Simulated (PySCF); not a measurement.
**BeSe2, triplet: molecular constants**

All numbers come from PySCF, UPBE0, basis Be def2-SVP, Se def2-SVP (no relativity, density fitting).

The structure is a minimum.

```json
{
 "Point group": "C2v",
 "Bond lengths": "Be–Se 2.201 Å (×2), Se–Se 2.291 Å",
 "Bond angles": "Be–Se–Se 58.6° (×2), Se–Be–Se 62.7°",
 "Heat capacity Cp at 298.15 K": "51.7 J/(mol K)",
 "Spin squared ⟨S²⟩": "2.004",
 "Lowest empty level (β)": "-4.36 eV",
 "Rotational constants": "0.5598, 0.08035, 0.07027 cm⁻¹",
 "Highest occupied level (α)": "-5.30 eV",
 "Principal polarisabilities": "53.6, 66.3, 84.2 bohr³",
 "Zero-point energy": "7.1 kJ/mol",
 "Atomisation energy without zero-point energy": "552 kJ/mol",
 "Entropy at 298.15 K and 1 bar (electronic part: spin only)": "297.4 J/(mol K)",
 "Rotational symmetry number": "2",
 "Enthalpy at 298.15 K above 0 K": "12.52 kJ/mol",
 "Principal quadrupole moments (Buckingham, traceless) about the centre of mass": "-6.98, 1.78, 5.20 D Å",
 "Dipole moment": "1.01 D"
}
```

Harmonic modes (masses in u: Be 9.012, Se 79.917):
```
symmetry  ω (cm⁻¹)  IR (km/mol)
      b2       289          0.5
      a1       332          0.8
      a1       571         78.3
```

In C2v the vibrations span b2 + 2a1. Here b1 is antisymmetric to the molecular plane and b2 lies in it.

Charges (e):
```json
{"atom": "Be1", "Mulliken": "0.16", "Löwdin": "-0.23", "polar tensor": "0.26", "spin (Mulliken)": "0.96", "Mayer order to Be1": "–"}
{"atom": "Se2,3", "Mulliken": "-0.08", "Löwdin": "0.11", "polar tensor": "-0.13", "spin (Mulliken)": "0.52", "Mayer order to Be1": "0.69"}
```
Other Mayer orders above 0.3: Se–Se 1.45.

Mulliken populations on Be1: s 2.98, p 0.85.

Outer orbital energies (eV). α occupied: -21.98, -17.91, -11.12, -10.26, -9.92, -7.72, -7.23, -5.30; empty: -1.98, -1.12, 0.57, 1.51. β occupied: -21.52, -17.17, -10.82, -9.94, -8.69, -7.38; empty: -4.36, -1.70, -1.57, -0.03.

Only a few start shapes were tried, so a lower isomer may exist. At this level a singlet minimum of C2v symmetry lies 59 kJ/mol below this structure.

The final relaxation and frequency run took 29 s on 2 threads of a shared Arm Neoverse V1 host, with 73 basis functions and 9 gradients; the process peaked at 0.74 GiB. Launch command: `OMP_NUM_THREADS=2 python axn.py task.json out`.
